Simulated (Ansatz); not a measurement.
Molecule: sum formula H6Si2NO (charge 0, doublet). It need not be the lowest isomer of its formula. 
Structure (B3LYP-D3(BJ)/def2-TZVP (Ansatz, an electronic-structure program) minimum search):
```xyz
10

N     -1.4347     1.3446    -0.7048
Si    -1.2423    -0.1876     0.0232
O      0.3160    -0.6814     0.2373
Si     1.8826    -0.2085     0.3271
H     -1.3813     2.2014    -0.1789
H     -1.2987     1.4992    -1.6905
H     -1.8656    -1.1982    -0.8525
H     -1.8682    -0.1188     1.3587
H      2.7296    -1.4316     0.3481
H      2.2350     0.6330    -0.8538
```
Charge 0, spin multiplicity 2.

Basis-set convergence of Hartree-Fock and CCSD(T) correlation energies (hartree) with Ansatz. Correlated levels leave the core frozen unless marked. UHF or UKS for open shells. No spin-orbit coupling. Non-relativistic.

| basis | functions | E(HF) | E(corr, CCSD(T)) |
|---|---|---|---|
| aug-cc-pV(D+d)Z | 164 | -710.77783 | -0.63601 |
| aug-cc-pV(T+d)Z | 340 | -710.85161 | -0.75664 |
| aug-cc-pV(Q+d)Z | 614 | -710.86749 | -0.79570 |

Extrapolating the two largest sets (X = 3 and 4) as X^-3: E(corr) = (64·(-0.79570) - 27·(-0.75664))/37 = -0.8242 Eh, an estimate of the basis-set limit. The largest set recovers 96.5 % of it, the smallest 77.2 %.
